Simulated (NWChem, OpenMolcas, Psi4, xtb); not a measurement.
How methods differ on SnHClOF2 (SMILES [OH][Sn]([F])([F])[Cl])

The species is SnHClOF2 (6 atoms), meant as a singlet with charge 0. As SMILES, `[OH][Sn]([F])([F])[Cl]`. Geometry: relaxed at PBE0-D4/def2-TZVP. This is one conformer, not always the lowest.

Quantity: the HOMO–LUMO gap, in eV. The values are calculated.

| level | kind | program | value (eV) | CPU time |
| --- | --- | --- | --- | --- |
| GFN2-xTB | semi-empirical | xtb | 3.70 | under 2 s |
| GFN0-xTB | semi-empirical | xtb | 4.72 | under 2 s |
| HF/def2-SVP (core potential) | Hartree–Fock | NWChem | 14.83 | 28 s |
| SVWN5/def2-SVP (core potential) | LDA | OpenMolcas | 4.31 | 30 s |
| PBE-D3(BJ)/def2-SVP (density fitting, core potential) | GGA | Psi4 | 4.44 | 10 s |
| r2SCAN/def2-SVP (core potential) | meta-GGA | OpenMolcas | 5.12 | 46 s |
| BHLYP/def2-SVP (core potential) | global hybrid | OpenMolcas | 9.64 | 41 s |
| M06-2X/def2-SVP (core potential) | hybrid meta-GGA | OpenMolcas | 9.95 | 58 s |
| B2PLYP/def2-SVP (core potential) | double hybrid | OpenMolcas | 9.97 | 30 s |

The values span 3.70 to 14.83 eV. Orbital gaps aren't excitation energies, and those of double hybrids come from the SCF part alone; they tend to grow with the share of exact exchange. CPU times are rough (shared hosts, several kinds of processor and program).
